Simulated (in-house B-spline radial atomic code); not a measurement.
A fraction x of an electron is moved 3s → 3d in the potassium ion K⁺, starting from [Ne] 3s2 3p6 and keeping the highest spin. Computed with a radial B-spline atomic code at the basis-set limit: scalar-relativistic (X2C) r2SCAN, spin-polarised, spherical fractional occupations, Fermi nucleus of rms radius 3.4349 fm.

| x | E(x) - E(0) (eV) | 3s down level (eV) | 3d up level (eV) |
| --- | --- | --- | --- |
| 0 | 0.0000 | -42.812 | - |
| 0.125 | 4.9671 | -43.332 | -3.654 |
| 0.25 | 9.9242 | -43.749 | -4.112 |
| 0.375 | 14.8758 | -44.079 | -4.495 |
| 0.5 | 19.8189 | -44.340 | -4.839 |
| 0.625 | ? | ? | ? |
| 0.75 | 29.6649 | -44.700 | -5.454 |
| 0.875 | ? | ? | ? |
| 1 | 39.4323 | - | -6.007 |

(1) What belongs in the row x = 0.625?

(2) What belongs in the row x = 0.875?

(3) Check Janak's theorem between x = 0.125 and 0.25.

Results:

(1) An energy change of 24.7498 eV; 3s down at -44.545 eV, 3d up at -5.156 eV.

(2) An energy change of 34.5603 eV; 3s down at -44.811 eV, 3d up at -5.736 eV.

(3) The slope of the energy is 39.66 eV; the orbital levels give 39.66 eV (ε of the receiving orbital less ε of the emptying one, averaged over the two points).
